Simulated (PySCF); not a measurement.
**Removal energies of Rh¹⁷⁺ from EOM-IP-GCCSD**

Reference: closed-shell Rh¹⁷⁺, [Ar] 3d10; one electron is removed. Calculated with PySCF 2.14, two-component X2C-1e with screened spin-orbit coupling, an even-tempered Gaussian basis (19 s from 0.54 bohr⁻², ratio 2.6; 15 p from 0.7 bohr⁻², ratio 2.6; 10 d from 0.7 bohr⁻², ratio 2.6; 6 f from 0.72 bohr⁻², ratio 2.8); frozen [Ar]; the 100 highest virtual spinors dropped; of the others 70 kept and the rest restored at second order. No Breit or QED terms. Binding energies in eV.

```csv
level,Koopmans,second order,EOM-CCSD
3d3/2,747.76,746.50,746.75
3d5/2,742.49,741.31,741.55
```

For comparison, the ionisation energy of Rh¹⁷⁺ is 739 ± 3 eV (theoretical estimate listed by NIST; NIST Atomic Spectra Database, ionization energies).
